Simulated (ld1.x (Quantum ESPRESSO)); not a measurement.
**potassium: one change to a TM potential, before and after**

```
Element                 : K (Z = 19)
Generator               : ld1.x (Quantum ESPRESSO) 7.5
Type                    : norm-conserving Troullier–Martins (Kleinman–Bylander form)
Functional              : PBE
Relativity              : scalar-relativistic
Frozen core             : [Ar]
Valence charge          : 1
Reference configuration : 4s1 4p0
Partial waves           : 4p (bound, empty): rc 1.60 bohr; 3d channel at 0.45 Ry: rc 4.00 bohr; 4s (bound): rc 4.20 bohr
Local potential         : the s channel
Core correction         : Bessel-smoothed model core inside 1.40 bohr
```

Change: all radii but the core radius scaled by about 1.37 (s 5.74, p 2.18, d 5.46 bohr).

Cutoffs: the cutoffs (Ry, on a coarse ladder) from which the occupation-weighted sum of valence levels, in a spherical-Bessel basis at the reference potential, stays within 10 and 1 mRy of its value at 400 Ry; they do not see the model core or the augmentation charge, which bear on the density cutoff. Errors are all-electron minus pseudo energies relative to the spin-unpolarised reference configuration.

Question: How do hardness, ghosts and transferability respond?

Answer: Both files are so soft that the ladder of cutoffs tells neither apart; the bound ghosts move from p to d, p; the number of tests that count goes from 1 to 2.

```csv
quantity,base,changed
"cutoff, loose",6 Ry,6 Ry
"cutoff, tight",6 Ry,6 Ry
bound ghosts,p,"d, p"
"tests counted (converged, no solver errors)",1 of 2,2 of 2
"error for 4s0.5 4p0, meV [ΔE 1.64 eV]",-0.7,-1.7
```

Base: The cutoffs count occupied waves only; the empty 4p level needs 18 Ry at the loose tolerance. Tests not counted: 4s0 4p1 (solver errors, printed error -1.4 eV). The 4p radius (1.60 bohr) lies inside the outermost node of the all-electron wave (1.88 bohr), which a nodeless pseudo-wave cannot match soundly. Changed file: The cutoffs count occupied waves only; the empty 4p level needs 140 Ry at the loose tolerance. A true bound ghost makes a file unfit for plane-wave use even where its test errors are small: the radial tests pick states by their node count and pass the ghost by. Where a test does run into it, the solver fails or the error is huge.
